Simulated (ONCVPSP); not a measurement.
## Plane-wave convergence, ONCV potential for aluminium

```
Element                 : Al (Z = 13)
Generator               : ONCVPSP 4.0.1
Type                    : optimised norm-conserving Vanderbilt (ONCV)
Functional              : LDA (Perdew-Zunger)
Relativity              : scalar-relativistic
Frozen core             : [Ne]
Valence charge          : 3
Reference configuration : 3s2 (charge +1)
Partial waves           : 3s: rc 1.40 bohr, ncon 3, nbas 7, qcut 3.6 1/bohr, 2 projectors, debl 3 Ha; p scattering state at 0.06 Ha: rc 1.55 bohr, ncon 3, nbas 6, qcut 4.6 1/bohr, 2 projectors, debl 1.8 Ha
Local potential         : polynomial inside 1.20 bohr (lpopt 4, dvloc0 6 Ha)
Core correction         : polynomial model core, fcfact 0.5
```

Q: For each optimised wave give the share of its norm inside rc, the residual kinetic energy above qcut (Ha) and the cutoffs (Ha) for errors of 10, 1, 0.1 and 0.01 mHa per electron.

A:

| wave | norm inside rc | residual KE | 10 mHa | 1 mHa | 0.1 mHa | 0.01 mHa |
| --- | --- | --- | --- | --- | --- | --- |
| 3s | 0.112 | 2.7e-03 | 3.6 | 33.9 | 78.2 | 110.9 |
| s projector 2 | 0.085 | 1.0e-01 | 62.8 | 116.0 | 134.8 | 202.0 |
| p projector 1 | 0.057 | 2.3e-04 | 1.7 | 2.7 | 36.5 | 68.9 |
| p projector 2 | 0.107 | 2.4e-02 | 19.7 | 65.0 | not reached | not reached |

The occupied waves need 34 Ha and 78 Ha for 1 and 0.1 mHa. Note: ghosts flagged at negative energy: s at -1756.3 eV, p at -3710.8 eV; GHOST(+) flags only above 600 eV. A true bound ghost makes a file unfit for plane-wave use.
